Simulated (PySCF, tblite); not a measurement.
What does the GFN2-xTB structure of `C([P@@H](CP(C)C)=S)OC` look like in three dimensions?

```xyz
23
C5H14OP2S angstrom
C      3.8974    0.5706    0.1129
O      2.5396    0.2992    0.3684
C      2.1713   -1.0160    0.0593
P      0.4159   -1.2336    0.5900
S     -0.2313   -3.0331    0.3220
C     -0.4927    0.1388   -0.2062
P     -2.0036    0.4677    0.8515
C     -3.1275   -0.7981    0.1284
C     -2.6077    1.9485   -0.0755
H      4.0649    1.6065    0.4008
H      4.1332    0.4406   -0.9500
H      4.5489   -0.0843    0.7028
H      2.2522   -1.2309   -1.0214
H      2.7913   -1.7576    0.5913
H      0.5043   -0.7721    1.9056
H     -0.7485   -0.1280   -1.2370
H      0.1543    1.0199   -0.1882
H     -4.1078   -0.6931    0.5906
H     -2.7406   -1.7904    0.3536
H     -3.2182   -0.6753   -0.9506
H     -2.6447    1.7561   -1.1473
H     -3.6051    2.1987    0.2807
H     -1.9503    2.7928    0.1220
```

Any rigid rotation of these coordinates is as good. Atoms count from 1 in this order. Of the pairs four or more bonds apart, S5···H19 is among the closest relative to their van der Waals radii: 2.80 Å, 93 % of the sum of Bondi's values. P7 (phosphine phosphorus) is pyramidal (angles 98.9°, 98.6° and 97.0°, sum 294.4°, 0.91 Å off the plane of its three neighbours). P4 (phosphorus bonded to 2 C, S and H) is distorted tetrahedral (angles from 99.9° to 118.2°). The 5 C–P bonds span 1.828 Å (P4–C6, drawn single) to 1.873 Å (C6–P7, drawn single), a spread of 0.045 Å.

Bonds between heavy atoms (Å): C1–O2 1.408, O2–C3 1.400, C3–P4 1.847, P4=S5 1.931, P4–C6 1.828, C6–P7 1.873, P7–C8 1.841, P7–C9 1.849.

Structure optimised with GFN2-xTB, isolated species.

Point group: C1 (no symmetry element, even within 0.4 Å). Its GFN2-xTB frequencies are all real (lowest 23 cm⁻¹). One conformer, not necessarily the lowest (C1–O2–C3–P4 175°, O2–C3–P4–S5 -177°, C3–P4–C6–P7 -154°, P4–C6–P7–C8 -85°).

The numbers are calculated, not measured.
